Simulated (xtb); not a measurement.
xtb input:

```bash
xtb mol.xyz --gfn 2 --sp --chrg -1 --uhf 0
```
mol.xyz:
```
10

C      1.58589349    -0.66338607    -0.41104951
Ge    -0.03736781     0.39962287     0.34010819
C     -1.46433623    -0.78256425    -0.60614647
H      1.48232397    -0.88894358    -1.47828911
H      1.68701129    -1.61171233     0.12934242
H      2.51543107    -0.10156780    -0.26693484
H     -0.00485209     1.51803257    -0.85145543
H     -1.20863479    -0.99408436    -1.65040661
H     -1.55937478    -1.73855470    -0.07830099
H     -2.44547837    -0.29539980    -0.58424156
```

Problem. Which total energy does the run end on?

Solution. -9.93746 Eh (GFN2-xTB).

It need not be the lowest isomer of its formula. Whether it binds its extra electron was not tested at this geometry.
